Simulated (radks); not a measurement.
The numbers below are computed, except where a source is named.
Neutral helium inside a hard spherical wall (all orbitals vanish at R), configuration held at [He] and not refilled when levels cross. Code: a radial shooting solver on a logarithmic mesh with Libxc functionals. Model: non-relativistic Kohn-Sham, LDA (Slater exchange, VWN5 correlation), spin-polarised, spherical densities, point nucleus. Eigenvalues in eV for spin up, with the zero of energy where the potential of the charges vanishes at infinity; a dash marks a level that is unbound or too diffuse for the functional's potential to be trusted. A positive occupied level is held by the wall or, in an anion where self-interaction has pushed it up, behind a barrier. The pressure on the wall is -dE/dV.

| R (bohr) | E (hartree) | kinetic (hartree) | e(1s) | e(2s, empty) | e(2p, empty) | pressure (GPa) |
|---|---|---|---|---|---|---|
| free | -2.83484 | 2.768 | -15.522 | - | - | 0 |
| 10 | -2.83484 | 2.768 | -15.522 | 1.099 | 1.993 | < 0.0001 |
| 8 | -2.83483 | 2.768 | -15.522 | 1.931 | 2.914 | < 0.0001 |
| 7 | -2.83483 | 2.768 | -15.521 | 2.752 | 3.698 | 0.000869 |
| 6 | -2.83476 | 2.769 | -15.513 | 4.199 | 4.930 | 0.00982 |
| 5 | -2.83425 | 2.773 | -15.465 | 7.004 | 7.055 | 0.116 |
| 3 | -2.79649 | 2.968 | -13.711 | 29.284 | 21.000 | 20.9 |
| 2.5 | -2.72446 | 3.243 | -11.331 | 47.737 | 31.556 | 88.4 |
| 1.5 | -1.78107 | 5.582 | 9.962 | 171.24 | 98.655 | 2690 |
